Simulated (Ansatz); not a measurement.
Consider the ligand exchange at the Si–O bond: `O[SiH2]O[SiH](O)O` + CH₃OH → `CO[SiH2]O[SiH](O)O` + H₂O.

Computed with Ansatz on PBE0-D4/def2-TZVP structures; ΔE is electronic, products minus reactants. CCSD(T)/CBS is the MP2 limit (def2-TZVPP, def2-QZVPP) plus CCSD(T) − MP2 in def2-TZVPP, frozen cores. This one scheme is used for every species. DFT in def2-TZVPP. One conformer a species, not always the lowest.

`O[SiH2]O[SiH](O)O`:

Cartesian coordinates in Å:
```
O -0.239 1.739 0.947
Si -1.299 1.053 -0.126
O -0.667 -0.382 -0.531
Si 0.585 -1.366 -0.122
O 1.685 -0.477 0.693
O 1.271 -2.031 -1.437
H -0.588 2.312 1.630
H -2.621 0.890 0.529
H -1.417 1.890 -1.342
H 0.053 -2.494 0.659
H 1.356 0.358 1.044
H 1.880 -1.492 -1.944
```

CH₃OH:

Z-matrix (Å, degrees):
```
C
O 1 1.409
H 1 1.097 2 112.4
H 1 1.090 2 107.0 3 -118.5
H 1 1.097 2 112.4 3 123.0
H 2 0.959 1 108.5 3 -61.6
```

`CO[SiH2]O[SiH](O)O`:

Cartesian coordinates in Å:
```
C 1.839 0.575 1.741
O 0.836 0.215 0.814
Si 0.715 0.895 -0.686
O -0.501 0.125 -1.426
Si -1.547 -1.114 -1.157
O -3.058 -0.727 -1.614
O -1.514 -1.464 0.438
H 1.724 1.615 2.065
H 2.840 0.445 1.317
H 1.747 -0.071 2.615
H 0.412 2.343 -0.563
H 1.991 0.700 -1.420
H -1.154 -2.245 -2.012
H -3.579 -0.186 -1.019
H -0.751 -1.106 0.908
```

H₂O:

```xyz
3

O    -0.281    0.258    0.077
H     0.045   -0.011   -0.785
H     0.236   -0.247    0.708
```

```tsv
level	ΔE (eV)
PBE-D4	-0.02
PBE0-D4	-0.02
ωB97M-V	-0.02
PBE	0.02
CCSD(T)/def2-TZVPP	-0.04
MP2/def2-QZVPP	-0.06
HF/CBS(def2)	0.01
CCSD/CBS(def2)	-0.05
```

Q: What does CCSD(T)/CBS give? (Best estimate.)

A: Ansatz gave: -0.06 eV. The listed levels differ from it by 0.04, 0.04, 0.04, 0.08, 0.02, 0.00, 0.07, 0.01 eV.

Largest T1 diagnostic among the species: 0.012.

In def2-TZVPP, CCSD(T) changes the Hartree–Fock value by −0.07 eV (the triples alone add −0.01 eV) and MP2 by −0.07 eV. The D4 term adds −0.06 eV with B3LYP and −0.04 eV with PBE0; it sums over pairs of atoms, weighted by their polarisabilities, and B3LYP, whose exchange is more repulsive, gets the larger term.

B3LYP here is the variant with VWN-RPA as its local correlation; programs differ in this.
